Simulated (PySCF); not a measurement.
C3H5BN2, SMILES NB1C=CN=C1. The structure is a stationary point at PBE0-D3(BJ)/def2-SVP. This is a generated structure with no PubChem entry under its InChIKey; it may be hypothetical. One conformer was computed; it need not be the lowest.

All values below come from PBE0-D3(BJ)/def2-SVP in PySCF.

Harmonic wavenumbers (cm⁻¹): 152, 298, 377, 568, 580, 623, 666, 746, 790, 829, 859, 885, 964, 1006, 1106, 1175, 1301, 1332, 1465, 1609, 1636, 1682, 3140, 3205, 3247, 3626, 3730. Rotational constants (GHz): 7.954, 3.410, 2.387; symmetry number 1.

Q: Work out the zero-point energy and the ideal-gas rigid-rotor harmonic-oscillator thermochemistry at 298.15 K and 1 atm.

A: ZPE = ½ Σ hcν = ½ × 37597 cm⁻¹ = 53.75 kcal/mol. H − E(el) = 57.71 kcal/mol. Entropy in cal/(mol K): translation 39.05, rotation 26.01, vibration 8.24, total 73.30. G − E(el) = 35.86 kcal/mol. Cp = 21.98 cal/(mol K).
